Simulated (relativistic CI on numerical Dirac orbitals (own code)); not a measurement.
## Ligand-field terms of d8

Computed with a parametric ligand-field model of a d^n configuration (Racah B and C, spin-orbit zeta, crystal field), exact diagonalisation.

Field parameters in Wybourne normalisation: Td as Oh with Dq negative (B⁴₀ = 21Dq, B⁴₄ = √(5/14) B⁴₀). The field is a parameter set, without covalency.

B = 880 cm⁻¹, C = 4200 cm⁻¹ (C/B = 4.77), Td, no spin-orbit coupling. Tanabe-Sugano data, E/B above the lowest term (Δ = |10Dq|; b, c mark the second and third term of a kind):

| Δ/B | 3T1 | 3T2 | 3A2 | 1T2 | 1E | 3T1(b) |
| --- | --- | --- | --- | --- | --- | --- |
| 1.0 | 0.00 | 0.81 | 1.81 | 14.89 | 15.36 | 15.62 |
| 2.8 | 0.00 | 2.31 | 5.11 | 15.38 | 16.20 | 16.83 |
| 4.6 | 0.00 | 3.87 | 8.47 | 15.71 | 16.55 | 18.14 |
| 6.4 | 0.00 | 5.46 | 11.86 | 15.91 | 16.67 | 19.52 |
| 8.2 | 0.00 | 7.09 | 15.29 | 16.04 | 16.69 | 20.98 |
| 10.0 | 0.00 | 8.74 | 18.74 | 16.10 | 16.67 | 22.47 |
| 11.8 | 0.00 | 10.40 | 22.20 | 16.14 | 16.63 | 24.01 |
| 13.6 | 0.00 | 12.10 | 25.70 | 16.15 | 16.59 | 25.59 |
| 15.4 | 0.00 | 13.79 | 29.19 | 16.15 | 16.54 | 27.19 |
| 17.2 | 0.00 | 15.51 | 32.72 | 16.14 | 16.50 | 28.82 |
| 19.0 | 0.00 | 17.23 | 36.23 | 16.13 | 16.46 | 30.46 |
| 20.8 | 0.00 | 18.96 | 39.75 | 16.12 | 16.41 | 32.12 |

The ground term stays 3T1.
